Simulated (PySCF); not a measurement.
CdSe, singlet, at a GFN2-xTB geometry (such geometries of metal compounds can be far from the true shape) (core potentials on Cd). Base run: PySCF with PBE/def2-SV(P).

PySCF was given this input:
```python
from pyscf import gto, scf, dft

mol = gto.M(
    atom='''
Cd   -0.000000   -0.000000   -0.959416
Se    0.000000    0.000000    1.354470
''',
    basis='def2-sv(p)',
    ecp={'Cd': 'def2-sv(p)'},
    charge=0,
    spin=0,
    verbose=4,
)

mf = dft.RKS(mol)
mf.xc = 'pbe'
mf.kernel()
mf.analyze()
```

The base run was repeated with changes; each row names its change, and settings that it needs were set with it.

```csv
change,ΔE vs base (µEh),grid points,electrons on the grid
base,0.0,42816,54.00000
grids.radi_method = gauss_chebyshev,-0.1,40936,54.00000
grids.prune = dft.gen_grid.treutler_prune,0.0,42768,54.00000
"grids.atom_grid = (30, 110)",-9882,4872,54.00073
grids.radi_method = delley,3.6,41088,54.00000
grids.level = 4,4.5,63048,54.00000
grids.level = 7,4.4,180232,54.00000
grids.level = 5,5.9,93144,54.00000
grids.radi_method = mura_knowles,-0.7,38080,54.00000
"grids.atom_grid = (75, 302)",3.8,26544,53.99999
grids.level = 0,-9796,5296,54.00071
```
